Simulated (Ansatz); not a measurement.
C4H12MgN2, SMILES `C[N](C)[Mg][N](C)C`. Charge 0, multiplicity 1. Geometry: relaxed with PBE0-D4/def2-TZVP. It is one conformer, not always the lowest.

```xyz
19

C    -2.071    1.976   -0.754
N    -1.394    0.742   -1.048
C    -1.921    0.149   -2.248
Mg    0.000    0.000    0.000
N     1.394   -0.742    1.048
C     1.199   -1.657    2.141
C     2.794   -0.468    0.862
H    -1.963    2.718   -1.565
H    -3.156    1.835   -0.605
H    -1.683    2.443    0.158
H    -2.998   -0.077   -2.167
H    -1.806    0.807   -3.127
H    -1.416   -0.793   -2.489
H     0.137   -1.877    2.298
H     1.705   -2.624    1.975
H     1.589   -1.261    3.095
H     2.962    0.228    0.032
H     3.257   -0.018    1.757
H     3.374   -1.381    0.637
```

What is the dipole moment at r2SCAN/def2-TZVPP? (Best estimate.)

Ansatz gave: 0.00 D, zero by symmetry or nearly so.

Give the Mulliken charges with r2SCAN, B3LYP, ωB97M-V in def2-TZVPP. (Estimate.)

The calculation gave: 
| atom | r2SCAN | B3LYP | ωB97M-V |
| --- | --- | --- | --- |
| C1 | 0.04 | -0.11 | -0.18 |
| N2 | -0.56 | -0.50 | -0.50 |
| C3 | 0.04 | -0.11 | -0.18 |
| Mg4 | 0.72 | 0.68 | 0.68 |
| N5 | -0.56 | -0.50 | -0.50 |
| C6 | 0.04 | -0.11 | -0.18 |
| C7 | 0.04 | -0.11 | -0.18 |
| H8 | 0.03 | 0.07 | 0.10 |
| H9 | 0.03 | 0.07 | 0.10 |
| H10 | 0.00 | 0.04 | 0.06 |
| H11 | 0.03 | 0.07 | 0.10 |
| H12 | 0.03 | 0.07 | 0.10 |
| H13 | 0.00 | 0.04 | 0.06 |
| H14 | 0.00 | 0.04 | 0.06 |
| H15 | 0.03 | 0.07 | 0.10 |
| H16 | 0.03 | 0.07 | 0.10 |
| H17 | 0.00 | 0.04 | 0.06 |
| H18 | 0.03 | 0.07 | 0.10 |
| H19 | 0.03 | 0.07 | 0.10 |

B3LYP here is the variant with VWN-RPA as its local correlation; programs differ in this.
